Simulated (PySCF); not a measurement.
N-methylmethanimine cation (C₂H₅N), SMILES N(=C)C (connectivity only; charge and spin as stated), charge +1, multiplicity 2.

Geometry optimised at PBE0-D3(BJ)/def2-TZVP. The spin state was assumed, not searched.

Calculation: ωB97X/def2-TZVPD run with PySCF.

The molecule is in vacuum.

```
Property                                                            Value
------------------------------------------------  -----------------------
total energy                                           -133.62069 hartree
point group                                                            Cs
α spin, highest occupied and lowest empty level       -17.41 and -5.23 eV
β spin, highest occupied and lowest empty level       -18.72 and -7.99 eV
dipole moment about the centre of nuclear charge                   1.13 D
mean static polarisability                           30.0 bohr³ (4.44 Å³)
polarisability, principal values                   21.2, 24.5, 44.2 bohr³
⟨S²⟩                                              0.762 (pure state 0.75)
```
